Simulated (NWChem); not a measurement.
MnCl$_{2}$, sextet; SMILES [Cl][Mn][Cl]

Program: NWChem. Spin-unrestricted. Medium grid unless said otherwise, to which SCAN and Minnesota functionals are sensitive. Geometry: optimised at B3LYP/6-31G* (spherical d), spin-unrestricted. No stability test was run on the SCF state. Total energies of different functionals are on different scales.

```json
[
 {"level": "B3LYP/def2-SVP", "energy (Ha)": "-2071.1453", "highest occupied level (eV)": "-7.80", "lowest empty minus highest occupied level, either spin (eV)": "4.35", "dipole (D)": "0.09", "<S²>": "8.76"},
 {"level": "PBE/def2-SVP", "energy (Ha)": "-2070.4710", "highest occupied level (eV)": "-6.51", "lowest empty minus highest occupied level, either spin (eV)": "2.31", "dipole (D)": "0.08", "<S²>": "8.76"},
 {"level": "BLYP/def2-SVP", "energy (Ha)": "-2071.1191", "highest occupied level (eV)": "(withheld)", "lowest empty minus highest occupied level, either spin (eV)": "(withheld)", "dipole (D)": "0.08", "<S²>": "8.76"},
 {"level": "M06-2X/def2-SVP", "energy (Ha)": "-2071.0502", "highest occupied level (eV)": "-9.66", "lowest empty minus highest occupied level, either spin (eV)": "6.83", "dipole (D)": "0.10", "<S²>": "8.76"}
]
```

Problem. Some entries are withheld; supply them.

Solution. 
- BLYP/def2-SVP, highest occupied level (eV): -6.22
- BLYP/def2-SVP, lowest empty minus highest occupied level, either spin (eV): 1.97
